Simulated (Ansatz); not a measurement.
Geometry optimisation, RKS PBE/def2-SVP (Ansatz 0.2.0).

input.yaml

```yaml
crystal:
  periodic: [false, false, false]
  atoms:
    - { symbol: W, position_ang: [0.0, 0.0, 0.0] }
    - { symbol: F, position_ang: [0.0, 0.0, 2.2] }
    - { symbol: O, position_ang: [1.94, 0.0, 0.0] }
    - { symbol: H, position_ang: [2.2771, -0.9519, -0.0197] }
    - { symbol: Cl, position_ang: [0.0, 2.39, 0.0] }
    - { symbol: Cl, position_ang: [-2.39, 0.0, 0.0] }
    - { symbol: Cl, position_ang: [0.0, -2.39, 0.0] }
    - { symbol: Cl, position_ang: [0.0, 0.0, -2.39] }
    - { symbol: O, position_ang: [-1.5969, 1.4031, 0.7063] }
    - { symbol: H, position_ang: [-2.4693, 1.1782, 0.2499] }
    - { symbol: H, position_ang: [-0.9515, 0.836, 1.8599] }
basis:
  gaussian: { orbitals: def2-SVP }
hamiltonian:
  xc: pbe
relax:
  f_tol: 0.15
  max_steps: 25
  restrain:
    - { distance: [0, 8], at: 1.94, k: 30.0 }
    - { distance: [10, 1], at: 0.92, k: 30.0 }
    - { distance: [0, 1], at: 3.05, k: 30.0 }
    - { distance: [10, 8], at: 2.21, k: 30.0 }
output:
  orbitals: {}
```

Run as:

```bash
$ ansatz run input.yaml --threads 4 --pin off --max-ram 5120MiB --backend cpu --events-out ev --progress --plain --runs-dir out
```

Problem. Where does it end, and by what steps?

Solution. The run converged. The restraints hold the end off the free minimum; the threshold counts their pulls, which the force column leaves out. Restrained pairs: W1–O9 (2.24 → 1.94 Å), F2–H11 (1.31 → 0.93 Å), W1–F2 (2.20 → 3.09 Å), O9–H11 (1.44 → 2.20 Å). After 19 steps the energy has fallen by 10.696 eV (the restraints' own energy left out); H4 moved furthest, 1.78 Å. The start is strongly strained (largest force component 19 eV/Å), so its close contacts needn't be bonds.

| step | energy less start (eV) | largest force component (eV/Å) | accepted |
| --- | --- | --- | --- |
| 0 | 0.0000 | 18.952 | yes |
| 1 | -2.7445 | 13.096 | yes |
| 2 | -4.6513 | 8.549 | yes |
| 3 | -6.6334 | 4.372 | yes |
| 4 | -8.1944 | 2.741 | yes |
| 5 | -9.0660 | 1.294 | yes |
| 6 | -9.5820 | 0.575 | yes |
| 7 | -9.8277 | 0.500 | yes |
| 8 | -10.0110 | 0.694 | yes |
| 9 | -10.1610 | 0.909 | yes |
| 10 | -10.2781 | 0.890 | yes |
| 11 | -10.3292 | 2.131 | yes |
| 12 | -10.4815 | 0.783 | yes |
| 13 | -10.5558 | 0.822 | yes |
| 14 | -10.6062 | 1.136 | yes |
| 15 | -10.6407 | 0.890 | yes |
| 16 | -10.6690 | 0.947 | yes |
| 17 | -10.6835 | 1.015 | yes |
| 18 | -10.6979 | 1.131 | yes |
| 19 | -10.6957 | 1.011 | yes |

```xyz
11
Properties=species:S:1:pos:R:3
W -0.295 0.239 -0.554
F 0.405 -0.531 2.357
O 1.358 0.368 0.297
H 1.458 0.029 1.225
Cl -0.050 2.414 -1.398
Cl -2.554 0.112 -1.317
Cl -0.465 -2.016 0.035
Cl 0.410 -0.460 -2.653
O -1.185 0.993 0.993
H -2.142 1.178 0.896
H -0.131 0.139 2.725
```

Run time: 79 s on 4 threads of Arm Neoverse V2 (shared host), peak memory 0.48 GiB.
